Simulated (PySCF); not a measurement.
Compound: C5H8F3OP.
Numbering: `[O:1]=[P@@H:2]1[CH2:3][CH2:4][C@H:5]([C:6]([F:7])([F:8])[F:9])[CH2:10]1` (hydrogens: H11 on P2; H12, H13 on C3; H14, H15 on C4; H16 on C5; H17, H18 on C10)

All values: PBE0/pcSseg-1 (PySCF, non-relativistic), on one gas-phase PBE0-D3(BJ)/def2-SVP geometry that isn't relaxed in the solvent. The solvent is an IEF-PCM continuum (cavity from Bondi-type radii × 1.2). The model holds no explicit solvent molecules, cavitation or dispersion.

Gas phase at PBE0/pcSseg-1: HOMO -7.87 eV, LUMO 0.40 eV, dipole 3.62 D.

Question: What does the continuum do to the energy, the frontier levels and the dipole at PBE0/pcSseg-1 in cyclohexane and tetrahydrofuran?

Answer: 
```json
{"solvent": "cyclohexane", "ε": "2.017", "E(solvent) − E(gas) (kJ/mol)": "-18.59", "polarisation term (kJ/mol)": "-19.97", "distortion of the solute (kJ/mol)": "1.38", "HOMO (eV)": "-7.86", "LUMO (eV)": "0.66", "dipole (D)": "4.07"}
{"solvent": "tetrahydrofuran", "ε": "7.426", "E(solvent) − E(gas) (kJ/mol)": "-38.43", "polarisation term (kJ/mol)": "-44.65", "distortion of the solute (kJ/mol)": "6.22", "HOMO (eV)": "-7.86", "LUMO (eV)": "0.94", "dipole (D)": "4.63"}
```

The polarisation term is half the interaction of the solute with the surface charges that it induces; the rest is the cost of distorting the solute's density. The sum is the electrostatic part of solvation alone. From cyclohexane to tetrahydrofuran the lowering changes by a factor 2.07, Onsager's factor (ε − 1)/(2ε + 1) by 2.01 and ε itself by 3.7.

Question: Which radius a makes the point-dipole formula ΔE = −[(ε − 1)/(2ε + 1)]·μ²/a³ give the value in tetrahydrofuran, with the gas-phase dipole?

Answer: μ = 1.426 au and |ΔE| = 0.01464 Eh give a = 2.03 Å; the farthest nucleus lies 3.18 Å from the centroid of the nuclei, so such a sphere wouldn't even hold the nuclei. The formula assumes a rigid point dipole at the centre of a sphere.

Question: Which Mulliken charges (PBE0/pcSseg-1) respond most in cyclohexane (means over atoms taken as equivalent)?

Answer: 
| atoms | environment | gas (e) | solvent (e) | change |
| --- | --- | --- | --- | --- |
| O1 | phosphoryl oxygen | -0.602 | -0.641 | -0.039 |
| H11 | P–H hydrogen | +0.024 | +0.036 | +0.012 |
| P2 | phosphoryl phosphorus | +0.874 | +0.883 | +0.009 |
| H16 | methine hydrogen | +0.152 | +0.160 | +0.008 |
| H12 | methylene hydrogen | +0.160 | +0.167 | +0.007 |
| H17 | methylene hydrogen | +0.177 | +0.183 | +0.006 |

Question: Which Mayer bond orders change most in cyclohexane?

Answer: 
```tsv
bond	length (Å)	gas	solvent	change
O1–P2	1.493	1.852	1.813	-0.039
P2–C3	1.844	0.887	0.896	+0.009
C10–P2	1.839	0.895	0.904	+0.009
P2–H11	1.430	0.874	0.878	+0.004
C5–H16	1.104	0.922	0.919	-0.003
C5–C6	1.512	0.991	0.993	+0.002
C6–F7	1.337	0.997	0.995	-0.002
C6–F8	1.338	0.999	0.997	-0.002
```

Question: How do the nuclear quadrupole coupling constants eQVzz/h respond in cyclohexane?

Answer: 
```tsv
nucleus	Q (barn)	gas (MHz)	solvent (MHz)	η gas	η solvent
17O at O1	-0.0256	-6.02	-5.99	0.05	0.05
```

The run took 23 s on one thread, AMD EPYC 9R45 (x86_64), on a shared host, and the process peaked at 1.2 GiB of memory. This is the whole shielding run at PBE0/pcSseg-1 in tetrahydrofuran, SCF included.
